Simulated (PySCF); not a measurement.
# Static response to an electric field

Species: C3H9NOSi.
Cartesian coordinates in Å at the GFN2-xTB level; atoms count from 1:
```xyz
15
C3H9NOSi angstrom
C      2.0372    0.1919   -0.0545
C      0.7677   -0.5396    0.2691
O      0.7391   -1.6508    0.7931
N     -0.4194    0.0043   -0.0099
C     -0.5938    1.2925   -0.6191
Si    -1.6398   -1.1704    0.5181
H      2.0585    1.1499    0.4618
H      2.0962    0.3792   -1.1253
H      2.8876   -0.4081    0.2563
H     -0.1526    2.0825   -0.0053
H     -1.6589    1.4838   -0.7204
H     -0.1353    1.3265   -1.6112
H     -1.5870   -1.3202    1.9628
H     -2.8630   -0.4377    0.1502
H     -1.5410   -2.3758   -0.2876
```

Level: CAM-B3LYP/def2-SVPD (PySCF), static field, nuclei fixed, core orbitals frozen in the response. The polarisability tensor in these axes (au):

```
x   81.66  1.41 -0.25
y    1.41 74.14 -7.27
z   -0.25 -7.27 62.13
```

**Question.** What are the eigenvalues, a third of the trace, and Δα (Δα² = ½Σ(αi − αj)² over the three pairs)?

**Answer.** Principal values 58.70, 77.14 and 82.08 au; mean 72.64 au = 10.76 Å³ = 11.98 × 10⁻⁴⁰ C²·m²/J; Δα = 21.35 au (29 % of the mean).

**Question.** What is the dipole moment, and where does it point?

**Answer.** (0.29, 3.27, -1.54) D, 3.63 D in size, pointing from the negative to the positive side. Measured along this direction, the outermost atoms are H13 and H15 at the negative end and H12 and H10 at the positive end.

**Question.** In TDDFT the mean static polarisability is Σ f/ω² over all singlet excitations (ω in hartree). How much of it do the 8 lowest give? Their energies (eV) and oscillator strengths: 5.91, 0.0002; 6.74, 0.0112; 6.88, 0.1081; 7.23, 0.0189; 7.61, 0.0102; 8.03, 0.0253; 8.05, 0.0025; 8.21, 0.0005.

**Answer.** They add up to 2.60 au, 3.6 % of the 72.64 au; the largest single term is 1.69 au, from the state at 6.88 eV. Terms in order: 0.00, 0.18, 1.69, 0.27, 0.13, 0.29, 0.03, 0.01 au. Higher excitations give the rest. The strengths listed sum to 0.177.

**Question.** How large is μ²/3kT at 298 K beside α?

**Answer.** In Gaussian units μ²/3kT = 106.66 Å³ against 10.76 Å³, a ratio of 9.91; the Debye molar polarisation (4π/3)N_A(α + μ²/3kT) is 296.2 cm³/mol, leaving out the vibrational part.

**Question.** Rayleigh depolarisation ratio (linearly polarised light, static tensor)?

**Answer.** ρ = 3Δα²/(45ᾱ² + 4Δα²) = 1366.9/(237459 + 1822.6) = 0.00571.

**Question.** Molar refractivity from α?

**Answer.** Lorentz–Lorenz: R = (4π/3)N_A α = 2.5225 cm³/(mol·Å³) × 10.76 Å³ = 27.2 cm³/mol, in the limit of long wavelengths.

**Question.** Refractivity n − 1 of an ideal gas of it at 500 K and 1 atm, from the electronic α?

**Answer.** N = p/kT = 1.4678 × 10¹⁹ cm⁻³, so n − 1 = 2π × N × 10.76 × 10⁻²⁴ cm³ = 993 × 10⁻⁶ at long wavelengths.

Isolated species at its GFN2-xTB geometry (one conformer only).
